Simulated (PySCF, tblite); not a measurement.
Isomers of C7H14NP, one GFN2-xTB conformer each. Single-point energies are computed at PBE0/pcSseg-1 (PySCF, gas phase, no added dispersion term), electronic only.

Question: Rank them by PBE0/pcSseg-1 energy, lowest first (kJ/mol).
A. `N=P12CCC(CC1)CC2`
B. `[CH2:1]=[CH:2][P:3]([CH3:4])[N:5]1[CH2:6][CH2:7][CH2:8][CH2:9]1` with C1–C2–P3–C4 -112°, C2–P3–N5–C6 172°, P3–N5–C6–C7 85°, N5–C6–C7–C8 25°, C6–C7–C8–C9 -2°, C7–C8–C9–N5 -22°
C. `[CH3:1][C:2]1=[CH:3][CH2:4][CH2:5][P:6]1[N:7]([CH3:8])[CH3:9]` with C5–P6–N7–C8 107°
D. `[CH3:1][CH2:2]/[CH:3]=[P:4]/[N:5]1[CH2:6][CH2:7][CH2:8][CH2:9]1` with C1–C2–C3–P4 -3°, C3–P4–N5–C6 179°, P4–N5–C6–C7 -132°, N5–C6–C7–C8 -39°, C6–C7–C8–C9 35°, C7–C8–C9–N5 -19°
E. `[NH:1]=[P@:2]12[CH2:3][CH2:4][CH2:5][C@H:6]1[CH2:7][CH2:8][CH2:9]2` with N1–P2–C3–C4 -110°, P2–C3–C4–C5 -45°, C3–C4–C5–C6 50°, C4–C5–C6–C7 -143°

Answer: E (0.0), A (3.6), C (45.0), D (63.0), B (96.9).

As drawn, the lowest has an N–H bond, which the highest lacks; the highest has a C=C bond outside aromatic rings, which the lowest lacks. Neighbours under 10 kJ/mol apart (N=[P@]12CCC[C@H]1CCC2 and N=P12CCC(CC1)CC2) can change places with a better method, another conformer or zero-point energy. GFN2-xTB itself gives, in the same order: 0.0, 4.2, 73.2, 72.2, 96.6. Both levels put the same isomer lowest; measured from each level's own lowest isomer, the values differ by up to 28.2 kJ/mol (CC1=CCCP1N(C)C: 73.2 against 45.0).

Question: Which frontier levels, dipoles and rotational constants go with these structures?

Answer: 
```json
{"SMILES": "N=[P@]12CCC[C@H]1CCC2", "HOMO (eV, PBE0/pcSseg-1)": "-5.97", "LUMO (eV)": "1.08", "dipole (D)": "3.48", "A, B, C (MHz)": "1775, 1596, 1131"}
{"SMILES": "N=P12CCC(CC1)CC2", "HOMO (eV, PBE0/pcSseg-1)": "-5.96", "LUMO (eV)": "0.81", "dipole (D)": "3.73", "A, B, C (MHz)": "2166, 1326, 1321"}
{"SMILES": "CC1=CCCP1N(C)C", "HOMO (eV, PBE0/pcSseg-1)": "-6.20", "LUMO (eV)": "0.25", "dipole (D)": "1.49", "A, B, C (MHz)": "1915, 1197, 987.7"}
{"SMILES": "CC/C=P/N1CCCC1", "HOMO (eV, PBE0/pcSseg-1)": "-5.56", "LUMO (eV)": "-0.48", "dipole (D)": "1.91", "A, B, C (MHz)": "4052, 660.6, 594.0"}
{"SMILES": "C=CP(C)N1CCCC1", "HOMO (eV, PBE0/pcSseg-1)": "-5.66", "LUMO (eV)": "-0.17", "dipole (D)": "0.55", "A, B, C (MHz)": "2375, 1016, 816.2"}
```

Question: What happens when harmonic zero-point energies from GFN2-xTB frequencies are added?

Answer: 
```csv
SMILES,ZPE (kJ/mol),electronic (kJ/mol),with ZPE (kJ/mol)
N=[P@]12CCC[C@H]1CCC2,522.4,0.0,0.0
N=P12CCC(CC1)CC2,522.7,3.6,3.9
CC1=CCCP1N(C)C,513.0,45.0,35.5
CC/C=P/N1CCCC1,521.6,63.0,62.2
C=CP(C)N1CCCC1,514.7,96.9,89.2
```

The zero-point energies span 9.7 kJ/mol. The order is unchanged.

Question: As an exercise, what shares would exp(−E/RT) give at 2000 K from these electronic energies alone (no entropy, no degeneracies)?

Answer: RT = 16.629 kJ/mol: N=[P@]12CCC[C@H]1CCC2 52.6 %, N=P12CCC(CC1)CC2 42.5 %, CC1=CCCP1N(C)C 3.5 %, CC/C=P/N1CCCC1 1.2 %, C=CP(C)N1CCCC1 0.2 %.
